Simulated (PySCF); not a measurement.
# How methods differ on the excitation energy of Ag

Ag [Kr] 4d10 5s1 (2S) → Ag [Kr] 4d10 5p1 (2P), as a difference of total energies. Computed with PySCF 2.14 in ANO-RCC-VTZP (7s6p4d2f1g, 68 functions), with scalar relativity by spin-free X2C-1e. Correlated levels: valence: [Kr] frozen; valence and next inner shell: [Ar] 3d10 frozen. The calculations carry no spin-orbit coupling.

```json
{"method": "UHF", "excitation energy (cm⁻¹)": "29152"}
{"method": "LDA", "excitation energy (cm⁻¹)": "33899"}
{"method": "PBE", "excitation energy (cm⁻¹)": "32514"}
{"method": "PBE0", "excitation energy (cm⁻¹)": "31810"}
{"method": "r2SCAN", "excitation energy (cm⁻¹)": "31963"}
{"method": "MN15", "excitation energy (cm⁻¹)": "32403"}
{"method": "wB97X", "excitation energy (cm⁻¹)": "32516"}
{"method": "BLYP", "excitation energy (cm⁻¹)": "33025"}
{"method": "MP2 (valence)", "excitation energy (cm⁻¹)": "32860"}
{"method": "SCS-MP2 (valence)", "excitation energy (cm⁻¹)": "32511"}
{"method": "MP2 (valence and next inner shell)", "excitation energy (cm⁻¹)": "33394"}
{"method": "SCS-MP2 (valence and next inner shell)", "excitation energy (cm⁻¹)": "32867"}
```

Errors of the correlated levels include the incompleteness of this basis and the frozen core.

The basis was made for the ground configuration and has no added diffuse functions, so the excitation energy can come out too high.

Question: Which method comes closest to the reference value, and which is furthest?

Answer: The reference is 30166 cm⁻¹ (measured; NIST levels, between the centres of gravity of the two terms). Closest: UHF (error -1014.2 cm⁻¹); furthest: LDA (error 3733.1 cm⁻¹).
